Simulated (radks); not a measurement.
Neutral xenon inside a hard spherical wall (all orbitals vanish at R), configuration held at [Xe] and not refilled when levels cross. Calculated with a radial shooting solver on a logarithmic mesh with Libxc functionals: scalar-relativistic Kohn-Sham, LDA (Slater exchange, VWN5 correlation), spin-polarised, spherical densities, point nucleus. Eigenvalues in eV for spin up, with the zero of energy where the potential of the charges vanishes at infinity; a dash marks a level that is unbound or too diffuse for the functional's potential to be trusted. A positive occupied level is held by the wall or, in an anion where self-interaction has pushed it up, behind a barrier. The pressure on the wall is -dE/dV.

R (bohr)  E (hartree)  kinetic (hartree)    e(4p)    e(4d)    e(5s)   e(5p)  e(6s, empty)  e(5d, empty)  pressure (GPa)
free      -7441.38400           7823.612  -141.03  -59.455  -19.986  -8.385        -0.498             -               0
20        -7441.38400           7823.612  -141.03  -59.455  -19.986  -8.385        -0.492         0.905        < 0.0001
12        -7441.38400           7823.612  -141.03  -59.455  -19.985  -8.385        -0.330         1.552        < 0.0001
7         -7441.38033           7823.648  -140.84  -59.274  -19.836  -8.239         1.879         3.256           0.274
6         -7441.36646           7823.758  -140.40  -58.832  -19.482  -7.880         4.210         4.522            1.78
5         -7441.29899           7824.202  -138.97  -57.428  -18.388  -6.701         9.722         7.258            12.7
3.5       -7440.37300           7828.750  -129.87  -48.581  -11.052   2.016        40.943        21.848             334
3         -7438.92759           7834.720  -121.78  -40.832   -3.219  11.624        71.509        36.076            1170
2         -7422.73324           7892.266  -79.289    0.492   60.931  87.436        272.53        133.15           25300
